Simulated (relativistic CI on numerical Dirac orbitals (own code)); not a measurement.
## Tb15+: computed level list

Method of calculation: Dirac-Coulomb-Breit CI, KLI orbitals optimised for each configuration, model QED (radiative potential, 1s self-energy scaled to tabulated hydrogen-like ionisation energies), unscaled Slater integrals (own radial code, finite nucleus).

Configuration list (outside the closed core [Ar] 3d10 4p6 4d10): 4s2 4f4, 4s2 4f3 5s, 4s2 4f2 5s2, 4s2 4f2 5s 5p, 4s2 4f3 5p, 4s2 4f2 5p2, 4s2 4f2 5s 5d, 4s2 4f3 5d, 4s2 4f2 5p 5d, 4s2 4f2 5d2, 4s2 4f3 6s, 4s2 4f3 6p, 4s 4f3 5s2. Levels of other configurations are missing.

The lowest level is 4s2 4f4 5I_4, with 96 % of that term; Hund's rules for 4s2 4f4 give 5I with J = 4, in agreement.

```csv
No.,Configuration,Term,J,E (eV),%,jj configuration (%)
1,4s2 4f4,5I,4,0.0000,96,4f5/2^3 4f7/2 (39)
2,4s2 4f4,5I,5,0.4412,98,4f5/2^3 4f7/2 (65)
3,4s2 4f4,5I,6,0.9067,98,4f5/2^2 4f7/2^2 (71)
4,4s2 4f4,5I,7,1.3808,97,4f5/2^2 4f7/2^2 (45)
5,4s2 4f4,5I,8,1.8544,93,4f5/2 4f7/2^3 (43)
6,4s2 4f4,5F,1,3.1997,93,4f5/2^3 4f7/2 (74)
7,4s2 4f4,5F,2,3.3005,88,4f5/2^2 4f7/2^2 (48)
8,4s2 4f4,5F,3,3.5603,92,4f5/2^3 4f7/2 (55)
9,4s2 4f4,5S,2,3.7678,89,4f5/2^2 4f7/2^2 (47)
10,4s2 4f4,5F,4,3.7724,73,4f5/2^2 4f7/2^2 (35)
11,4s2 4f4,3K,6,3.9360,97,4f5/2^2 4f7/2^2 (49)
12,4s2 4f4,5F,5,4.1903,84,4f5/2^2 4f7/2^2 (48)
13,4s2 4f4,3K,7,4.2632,74,4f5/2^3 4f7/2 (54)
14,4s2 4f4,3H,4,4.3481,47,4f5/2^2 4f7/2^2 (48)
15,4s2 4f4,5G,2,4.5510,88,4f5/2^3 4f7/2 (45)
16,4s2 4f4,5G,3,4.6119,60,4f5/2^3 4f7/2 (87)
17,4s2 4f4,3K,8,4.6576,58,4f5/2^3 4f7/2 (56)
18,4s2 4f4,3H,5,5.0313,54,4f5/2^2 4f7/2^2 (41)
19,4s2 4f4,5G,4,5.2290,72,4f5/2^2 4f7/2^2 (74)
20,4s2 4f4,3G,3,5.3961,61,4f5/2^2 4f7/2^2 (72)
21,4s2 4f4,3D,2,5.5452,55,4f5/2^2 4f7/2^2 (40)
22,4s2 4f4,3L,7,5.5926,77,4f5/2^2 4f7/2^2 (49)
23,4f3(4I°) 5s,5I°,4,5.6431,96,4f5/2^3 5s (64)
24,4s2 4f4,5G,5,5.7435,70,4f5/2 4f7/2^3 (48)
25,4s2 4f4,3H,6,5.8203,51,4f5/2 4f7/2^3 (53)
26,4s2 4f4,3P,1,5.8645,49,4f5/2^2 4f7/2^2 (68)
27,4s2 4f4,3L,8,5.8722,51,4f5/2^2 4f7/2^2 (62)
28,4s2 4f4,3M,8,6.0320,42,4f5/2^2 4f7/2^2 (73)
29,4f3(4I°) 5s,5I°,5,6.0379,94,4f5/2^2 4f7/2 5s (58)
30,4s2 4f4,3L,9,6.0730,69,4f5/2^2 4f7/2^2 (79)
31,4s2 4f4,3G,4,6.2009,52,4f5/2 4f7/2^3 (75)
32,4s2 4f4,5G,6,6.2641,52,4f5/2 4f7/2^3 (46)
33,4s2 4f4,3D,3,6.2969,82,4f5/2^2 4f7/2^2 (64)
34,4s2 4f4,3P,0,6.3005,100,4f5/2^2 4f7/2^2 (90)
35,4s2 4f4,1D,2,6.3686,42,4f5/2^3 4f7/2 (48)
36,4f3(4I°) 5s,5I°,6,6.5449,96,4f5/2^2 4f7/2 5s (70)
37,4s2 4f4,3F,4,6.6710,65,4f5/2^2 4f7/2^2 (73)
38,4s2 4f4,3G,5,6.8183,37,4f5/2^3 4f7/2 (37)
39,4s2 4f4,3P,1,6.9556,51,4f5/2 4f7/2^3 (87)
40,4s2 4f4,3I,5,6.9894,57,4f5/2 4f7/2^3 (39)
41,4s2 4f4,3M,9,7.0465,69,4f5/2 4f7/2^3 (79)
42,4f3(4I°) 5s,5I°,7,7.1065,98,4f5/2 4f7/2^2 5s (75)
43,4s2 4f4,3M,10,7.1511,98,4f5/2 4f7/2^3 (58)
44,4s2 4f4,3F,2,7.1899,48,4f5/2 4f7/2^3 (58)
45,4s2 4f4,3I,6,7.2689,89,4f5/2^2 4f7/2^2 (52)
```

Energies count from the lowest computed level; ° marks odd parity. Percentages are summed over parent terms; the parents shown are those of the largest component, closed shells are left out there. Filled j subshells are mostly left out of the jj labels.

The mean weight of the leading LS term, summed over parents, in these 45 levels is 73 %, and that of the leading jj configuration (from the same eigenvectors) 59 %, so LS coupling describes them better.

At this charge transitions that keep the count of f electrons are usually good to a few per cent. Terms inside the open d or f shell come out 10 to 20 % too wide with unscaled integrals. Levels and lines within the n = 5 or 6 shells can be off by up to 10 % or somewhat more, and those that change n by about 2 %, since core polarisation is missing. Levels that differ in their count of f electrons can be misplaced by several ten thousand cm⁻¹, since the correlation energy of f electrons is missing or only estimated; rates across such gaps can be off by orders of magnitude.

Landé's interval rule says that E(J) − E(J−1) = AJ with one A. For the ground term the intervals give A = 711.6, 625.8, 546.3, 477.4 cm⁻¹ for J = 5, 6, 7, 8; the multiplet is regular.

LS names give the leading component of a level, which can be under half, so a name can repeat, a term be missing and a line seem to break the LS rules.
